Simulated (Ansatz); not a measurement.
`S[SiH2][GeH3]` + `C=C(N)Cl` → `C=C(Cl)[SiH2]S` + `[NH2][GeH3]`  (formal exchange of groups at the Si–Ge bond)

Calculated with Ansatz (gas phase, PBE0-D4/def2-TZVP geometries, no zero-point term in ΔE). CCSD(T)/CBS is the MP2 limit (def2-TZVPP, def2-QZVPP) plus CCSD(T) − MP2 in def2-TZVPP, frozen cores. DFT in def2-TZVPP. For Ge outer-core shells are correlated without core-valence functions, which leaves a few kJ/mol of doubt a bond. Scalar relativity is left out up to krypton. Each species was taken in one conformer, which may not be the lowest.

| level | ΔE (eV) |
| --- | --- |
| PBE-D4 | -0.03 |
| r2SCANh-D4 | -0.13 |
| ωB97X-V | -0.21 |
| ωB97M-V | -0.24 |
| BHLYP | -0.23 |
| CAM-B3LYP | -0.19 |
| LC-ωPBE | -0.13 |
| MP2/def2-QZVPP | -0.36 |

(1) What does CCSD(T)/CBS give? (Estimate.)

Largest T1 diagnostic among the species: 0.012.

## Answers

(1) The calculation gave: -0.30 eV. The listed levels differ from it by 0.27, 0.17, 0.09, 0.06, 0.07, 0.11, 0.17, -0.06 eV.

The D4 term adds −0.04 eV with B3LYP and −0.02 eV with PBE0; it sums over pairs of atoms, weighted by their polarisabilities, and B3LYP, whose exchange is more repulsive, gets the larger term. From BLYP to BHLYP (50 % exact exchange), in def2-TZVPP and without D4, ΔE moves by −0.09 eV.

B3LYP here is the variant with VWN-RPA as its local correlation; programs differ in this.
